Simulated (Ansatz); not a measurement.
H₅ClOSi₂, singlet, at a GFN2-xTB geometry, atoms displaced at random by about 0.03 Å a coordinate; B3LYP/6-31G, gradient in Ansatz (a program for electronic structure).

Here is a job for Ansatz.
Ansatz 0.2 input:
```yaml
crystal:
  periodic: [false, false, false]
  atoms:
    - {symbol: Si, position_ang: [-2.13188139, 0.00313939, -0.65272658]}
    - {symbol: O, position_ang: [-0.49392297, 0.06206215, -0.78691462]}
    - {symbol: Si, position_ang: [1.06650394, 0.13402487, -0.42685161]}
    - {symbol: Cl, position_ang: [1.39003623, -0.11570375, 1.50655580]}
    - {symbol: H, position_ang: [-2.54149460, -1.34910699, -1.24381647]}
    - {symbol: H, position_ang: [-2.65627972, 1.13173679, -1.41467361]}
    - {symbol: H, position_ang: [-2.47995400, 0.07418489, 0.72361350]}
    - {symbol: H, position_ang: [1.60407334, 1.37458504, -0.89197102]}
    - {symbol: H, position_ang: [1.63864015, -1.13433426, -1.15491067]}
basis:
  gaussian:
    orbitals: 6-31G
hamiltonian:
  xc: b3lyp
output: {forces: true}
```

Question: What does Ansatz print? Leave out banner, timings and long lists.

Answer: 
```
Functional definition: B3LYP
655 factors; integrals over basis functions are off by at most 1.7e-4 eV
mean field evaluation 1: about -30399.8638 eV, gradient 5.4e1 eV
mean field evaluation 2: about -30383.3172 eV, gradient 1.1e2 eV
mean field evaluation 4: about -30405.0479 eV, gradient 3.8e0 eV
mean field evaluation 8: about -30405.2045 eV, gradient 1.8e-1 eV
mean field evaluation 16: about -30405.2046 eV, gradient 1.7e-5 eV
mean field -30405.20459510 eV, -1117.3706594821 hartree, gradient 1.7e-5 eV, S^2 0.000000; 0 other end points of the search recorded, 0 dependent functions left out
the calculation of the forces begins
reference -30405.20487083 eV, -1117.3706696151 hartree; 29, 29 occupied and 29, 29 virtual orbitals, 655 factors
Total energy: -30405.20487083 eV, -1117.3706696151 hartree
Atom 0 at    -2.131881     0.003139    -0.652727 Å, force    -0.865588    -1.280814    -1.414673 eV/Å
Atom 1 at    -0.493923     0.062062    -0.786915 Å, force    -0.838463     0.353783    -0.284877 eV/Å
Atom 2 at     1.066504     0.134025    -0.426852 Å, force     1.473783    -1.931359    -4.406598 eV/Å
Atom 3 at     1.390036    -0.115704     1.506556 Å, force     0.836091    -0.391188     4.508626 eV/Å
Atom 4 at    -2.541495    -1.349107    -1.243816 Å, force    -0.163054     0.497881     0.181230 eV/Å
Atom 5 at    -2.656280     1.131737    -1.414674 Å, force    -0.524623     0.514061    -0.366325 eV/Å
Atom 6 at    -2.479954     0.074185     0.723614 Å, force    -0.587264     0.108637     1.552389 eV/Å
Atom 7 at     1.604073     1.374585    -0.891971 Å, force     0.650251     1.142878    -0.276634 eV/Å
Atom 8 at     1.638640    -1.134334    -1.154911 Å, force     0.018869     0.986121     0.506861 eV/Å
Dipole moment:    -0.223260     0.162886    -0.224109 e Å
```
